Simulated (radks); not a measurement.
Values are calculated unless marked as measured or tabulated.
Removal energies from the mercury ion Hg4+, [Xe] 4f14 5d8, by Delta-SCF beside the eigenvalue of the level emptied. Level of theory: scalar-relativistic Kohn-Sham, r2SCAN, spin-polarised, spherical densities, finite nucleus; meta-GGA in the generalised Kohn-Sham scheme; Fermi nuclear charge, rms radius of each element as measured or else 0.836 A^(1/3) + 0.57 fm (a radial shooting solver on a logarithmic mesh with Libxc functionals). Open shells are filled with parallel spins first.

| removed from | final configuration | Delta-SCF (eV) | -eigenvalue (eV) |
|---|---|---|---|
| 5d | [Xe] 4f14 5d7 | 63.837 | 56.459 |
| 5p | [Kr] 4d10 4f14 5s2 5p5 5d8 | 126.04 | 117.35 |
| 4f | [Xe] 4f13 5d8 | 162.83 | 147.94 |
| 5s | [Kr] 4d10 4f14 5s1 5p6 5d8 | 179.51 | 170.29 |
